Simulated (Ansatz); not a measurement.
Species: C4H9F3OSi, charge 0, multiplicity 1. 
Structure (B3LYP-D3(BJ)/def2-TZVP (Ansatz, an electronic-structure program) minimum search):
SMILES: CC(C)(C)O[Si](F)(F)F
```xyz
18

C     -2.1803     0.4078     1.6902
C     -1.5059     0.1751     0.3456
C     -1.7139    -1.2578    -0.1336
C     -1.9776     1.1839    -0.6950
O     -0.0879     0.4129     0.5802
Si     1.2289    -0.0677    -0.1754
F      1.5888    -1.5805     0.1094
F      1.1280     0.0775    -1.7487
F      2.4411     0.8072     0.3198
H     -1.8062    -0.2995     2.4308
H     -3.2597     0.2797     1.6000
H     -1.9773     1.4185     2.0441
H     -1.3128    -1.9688     0.5890
H     -2.7784    -1.4586    -0.2595
H     -1.2286    -1.4260    -1.0973
H     -1.4645     1.0294    -1.6447
H     -1.7782     2.1997    -0.3532
H     -3.0504     1.0791    -0.8634
```

Quantity: vertical triplet-singlet gap (E(triplet) - E(singlet); each state is the SCF solution reached for its spin; for the triplet T1 is 0.046), in kcal/mol. Cores are frozen in the correlated levels unless marked. Open shells are spin-unrestricted. No spin-orbit coupling. No relativistic terms. 

| level | program | vertical triplet-singlet gap (kcal/mol) |
|---|---|---|
| HF/aug-cc-pV(D+d)Z | Ansatz | 187.8 |
| HF/aug-cc-pV(T+d)Z | Ansatz | 186.2 |
| SVWN5/def2-TZVPD | Ansatz | 165.3 |
| r2SCAN/def2-TZVPD | Ansatz | 176.3 |
| B3LYP/def2-TZVPD | Ansatz | 178.3 |
| B2PLYP/def2-TZVPD | Ansatz | 187.6 |
| MP2/aug-cc-pV(D+d)Z | Ansatz | 207.3 |
| SCS-MP2/aug-cc-pV(D+d)Z | Ansatz | 208.5 |
| CCSD(T)/aug-cc-pV(D+d)Z | Ansatz | 190.3 |
